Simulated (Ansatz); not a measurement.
Cost and result for the atomization energy of CH4FOSSi (`CO[Si](F)S`) radical (9 atoms, 8 bonds).

Cartesian coordinates in Å:
```
C 0.201 -1.392 0.637
O -0.482 -0.739 -0.413
Si -0.817 0.851 -0.507
F -1.540 1.018 -1.919
S 1.041 1.918 -0.428
H -0.485 -1.625 1.455
H 0.607 -2.324 0.242
H 1.024 -0.783 1.025
H 0.451 3.076 -0.091
```

Total charge 0; spin multiplicity 2. The geometry is a stationary point of PBE0-D4/def2-TZVP. It is one conformer, not always the lowest. Program: Ansatz. Hardware: A = 2 threads of an AMD EPYC 7R13 on a shared host; B = 2 threads of an AMD EPYC 7R13 on a shared host and a share of an NVIDIA H100 80 GB. Times are those of one run each, without the atoms' runs, and a repeat can differ threefold. Electronic energies, without spin–orbit coupling; frozen cores. CCSD(T)/CBS adds CCSD(T) − MP2 in def2-TZVPP to the MP2 limit, and its time is that of the two runs behind it. T1 = 0.014; ⟨S²⟩ of the reference is 0.76. B3LYP takes the VWN-RPA correlation (the form of Gaussian; ORCA's B3LYP/G).

CCSD(T)/CBS is a level of theory with its own doubt, some kJ/mol a heavy atom from the limit and from the frozen cores, so smaller differences don't rank the functionals.

| level | functions | wall time |
| --- | --- | --- |
| PBE-D4/def2-TZVPP (with forces) [A] | 233 | 5.5 s |
| MP2/def2-QZVPP [B] | 431 | 6 s |
| PBE0-D4/def2-TZVPP [A] | 233 | 8 s |
| B3LYP-D4/def2-TZVPP (with forces) [A] | 233 | 9 s |
| r2SCAN-D4/def2-TZVPP (with forces) [A] | 233 | 11 s |
| B2PLYP/def2-TZVPP [A] | 233 | 11 s |
| CCSD(T)/def2-TZVPP [B] | 233 | 11 s |
| CCSD(T)/CBS(def2) | – | 17 s |
| ωB97X-V/def2-TZVPP [A] | 233 | 18 s |
| ωB97M-V/def2-TZVPP (with forces) [A] | 233 | 23 s |

**Question.** What atomization energy does each give, and how far from CCSD(T)/CBS? (Best estimate.)

**Answer.** The calculation gave: 
| level | atomization (kJ/mol) | difference from CCSD(T)/CBS | per bond |
| --- | --- | --- | --- |
| PBE-D4/def2-TZVPP (with forces) [A] | 3390.1 | 65.2 | 8.2 |
| MP2/def2-QZVPP [B] | 3370.6 | 45.7 | 5.7 |
| PBE0-D4/def2-TZVPP [A] | 3312.0 | -12.9 | -1.6 |
| B3LYP-D4/def2-TZVPP (with forces) [A] | 3309.1 | -15.8 | -2.0 |
| r2SCAN-D4/def2-TZVPP (with forces) [A] | 3346.2 | 21.3 | 2.7 |
| B2PLYP/def2-TZVPP [A] | 3277.0 | -47.9 | -6.0 |
| CCSD(T)/def2-TZVPP [B] | 3220.4 | -104.5 | -13.1 |
| CCSD(T)/CBS(def2) | 3324.9 | 0.0 | 0.0 |
| ωB97X-V/def2-TZVPP [A] | 3331.0 | 6.1 | 0.8 |
| ωB97M-V/def2-TZVPP (with forces) [A] | 3328.0 | 3.1 | 0.4 |

From PBE to PBE0 (25 % exact exchange), in def2-TZVPP and without D4, the atomization energy moves by −74.9 kJ/mol: exact exchange takes away binding that semilocal exchange gives to molecules. The D4 term adds +33.6 kJ/mol with B3LYP and +17.5 kJ/mol with PBE0; it sums over pairs of atoms, weighted by their polarisabilities, and B3LYP, whose exchange is more repulsive, gets the larger term. In def2-TZVPP, CCSD(T) changes the Hartree–Fock value by +833.6 kJ/mol (the triples alone add +55.0 kJ/mol) and MP2 by +920.5 kJ/mol; breaking electron pairs costs correlation energy, which Hartree–Fock lacks.
